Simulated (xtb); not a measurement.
AlI3, triplet, at a GFN2-xTB geometry (such geometries of metal compounds can be far from the true shape) (a higher spin typed on purpose: for a closed-shell molecule this is an excited state); GFN2-xTB (xtb 6.7.1).

Input for xtb:
```
$ xtb mol.xyz --gfn 2 --uhf 2 --hess --json

# file mol.xyz
4

Al    -0.00374561    -0.61728856     0.32371279
I     -2.53945884    -1.19653453    -0.37324545
I      0.01059087     1.74541028    -0.91531202
I      2.52978671    -0.39746535     1.20915622
```

Write the output that xtb gives for this input, abridged.


```
   ID    Z sym.   atoms
    1   13 Al     1
    2   53 I      2-4

           -------------------------------------------------
          |                Calculation Setup                |
           -------------------------------------------------

           -------------------------------------------------
          |                 G F N 2 - x T B                 |
           -------------------------------------------------

          ...................................................
          :                      SETUP                      :
          :.................................................:
          :  # basis functions                  40          :
          :  # atomic orbitals                  36          :
          :  # shells                           12          :
          :  # electrons                        24          :
          :  max. iterations                   250          :
          :  Hamiltonian                  GFN2-xTB          :
          :  restarted?                      false          :
          :  GBSA solvation                  false          :
          :  PC potential                    false          :
          :  electronic temp.          300.0000000     K    :
          :  accuracy                    1.0000000          :
          :  -> integral cutoff          0.2500000E+02      :
          :  -> integral neglect         0.1000000E-07      :
          :  -> SCF convergence          0.1000000E-05 Eh   :
          :  -> wf. convergence          0.1000000E-03 e    :
          :  Broyden damping             0.4000000          :
          :  net charge                          0          :
          :  unpaired electrons                  2          :
          ...................................................

 iter      E             dE          RMSdq      gap      omega  full diag
   1    -12.5650654 -0.125651E+02  0.136E+01    1.58       0.0  T
   2    -12.5648289  0.236482E-03  0.785E+00    1.93       1.0  T
   3    -12.5125589  0.522700E-01  0.962E+00    2.23       1.0  T
   4    -12.5762798 -0.637209E-01  0.308E+00    2.43       1.0  T
   5    -12.5756098  0.670071E-03  0.187E+00    2.45       1.0  T
   6    -12.5767922 -0.118247E-02  0.944E-01    2.37       1.0  T
   7    -12.5765115  0.280708E-03  0.977E-01    2.39       1.0  T
   8    -12.5767480 -0.236510E-03  0.514E-01    2.39       1.0  T
   9    -12.5734923  0.325568E-02  0.192E+00    2.39       1.0  T
[...]
         :: total energy             -12.563073384075 Eh    ::
[...]
       2     66.35    -1.26977 ( 75.61%)    -0.97269 ( 24.39%)    -1.19732
       3    117.78    -0.93513 ( 96.85%)    -0.80270 (  3.15%)    -0.93097
       4    257.29    -0.50091 ( 99.86%)    -0.57124 (  0.14%)    -0.50101
       5    278.92    -0.45924 ( 99.90%)    -0.54733 (  0.10%)    -0.45934
   ------------------------------------------------------------------------

   temp. (K)  partition function   enthalpy   heat capacity  entropy
                                   cal/mol     cal/K/mol   cal/K/mol   J/K/mol
 298.15  VIB   71.5                 2042.757      8.632     14.527
         ROT  0.220E+07              888.752      2.981     32.000
         INT  0.157E+09             2931.509     11.613     46.527
         TR   0.796E+28             1481.254      4.968     43.887
         TOT                        4412.7630    16.5813    90.4146   378.2945

       T/K    H(0)-H(T)+PV         H(T)/Eh          T*S/Eh         G(T)/Eh
   ------------------------------------------------------------------------
    298.15    0.703219E-02    0.879295E-02    0.429589E-01   -0.341659E-01
   ------------------------------------------------------------------------

         :::::::::::::::::::::::::::::::::::::::::::::::::::::
         ::                  THERMODYNAMIC                  ::
         :::::::::::::::::::::::::::::::::::::::::::::::::::::
         :: total free energy         -12.597239300827 Eh   ::
         ::.................................................::
         :: total energy              -12.563073384070 Eh   ::
         :: zero point energy           0.001760768731 Eh   ::
         :: G(RRHO) w/o ZPVE           -0.035926685487 Eh   ::
         :: G(RRHO) contrib.           -0.034165916756 Eh   ::
         :::::::::::::::::::::::::::::::::::::::::::::::::::::
imag cut-off (cm-1) :    5.00
 found            1  significant imaginary frequency
 writing imag mode distorted coords to xtbhess.xyz
 for further optimization.

           -------------------------------------------------
          | TOTAL ENERGY              -12.563073384070 Eh   |
          | TOTAL ENTHALPY            -12.554280429925 Eh   |
          | TOTAL FREE ENERGY         -12.597239300827 Eh   |
          | GRADIENT NORM               0.000005315426 Eh/α |
          | HOMO-LUMO GAP               2.386110441905 eV   |
           -------------------------------------------------

normal termination of xtb
```
